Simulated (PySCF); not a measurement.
InF: from constants to spectrum

RHF-CCSD(T) constants of InF, ¹Σ⁺ (singlet), closed shell (In x2c-TZVPPall, F x2c-TZVPPall; spin-free X2C with a Gaussian nucleus (PySCF 2.14); masses 114.9039 and 18.9984 u):

| Quantity | Value |
| --- | --- |
| ωe | 540.6 cm⁻¹ |
| ωexe | 2.51 cm⁻¹ |
| Be | 0.26081 cm⁻¹ |
| αe | 0.00178 cm⁻¹ |
| D (centrifugal) | 2.43e-07 cm⁻¹ |
| De to In + F | 5.37 eV |

Question: Give the vibrational terms G(v) and spacings up to v = 6.

Answer: G(v) = ωe(v+½) − ωexe(v+½)².

| v | G(v) (cm⁻¹) | G(v) − G(v−1) | Bv (cm⁻¹) |
| --- | --- | --- | --- |
| 0 | 269.7 |  | 0.2599 |
| 1 | 805.3 | 535.6 | 0.2581 |
| 2 | 1335.8 | 530.6 | 0.2564 |
| 3 | 1861.4 | 525.5 | 0.2546 |
| 4 | 2381.9 | 520.5 | 0.2528 |
| 5 | 2897.4 | 515.5 | 0.2510 |
| 6 | 3407.9 | 510.5 | 0.2492 |

Question: How well does the Morse estimate ωe²/(4ωexe) reproduce De, and what is D0?

Answer: It gives 3.61 eV, 67 % of the computed De. D0 = De − G(0) = 5.37 − 0.03 = 5.34 eV.

Correlated steps freeze 19 core orbitals. Spin–orbit coupling is left out, which matters for elements this heavy, above all for dissociation energies. Where the molecule has an RHF reference, its open-shell atoms are computed with UHF.
